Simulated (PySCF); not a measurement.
## Working out the ionisation energy of Se+

Se+ [Ar] 3d10 4s2 4p3 (4S) → Se(2+) [Ar] 3d10 4s2 4p2 (3P). Calculation: PySCF 2.14, in Sapporo-DKH3-DZP-2012; the spin-free X2C one-electron Hamiltonian (Gaussian nucleus). Frozen: [Ar] 3d10. Energies in hartree (1 hartree = 27.21139 eV):

```csv
part,Se+ (lower),Se(2+) (upper)
UHF,-2427.698462,-2426.930627
CCSD correlation,-0.073173,-0.060588
(T),-0.000830,-0.000642
```

Task: What does Hartree-Fock give?

Result: (-2426.930627) − (-2427.698462) = 0.767835 hartree = 20.894 eV.

Task: What do CCSD and CCSD(T) give?

Result: The CCSD correlation energies differ by 0.012585 hartree = 0.342 eV and the triples by 0.000188 hartree = 0.005 eV, so CCSD gives 21.236 eV and CCSD(T) 21.241 eV.

Reference: 21.196 ± 0.01 eV (measured; NIST Atomic Spectra Database, ionization energies), between the lowest levels; spin-orbit coupling is absent from the calculation.

A double-zeta basis recovers only part of the correlation energy.

What remains against the reference includes basis incompleteness, the frozen core and higher excitations.
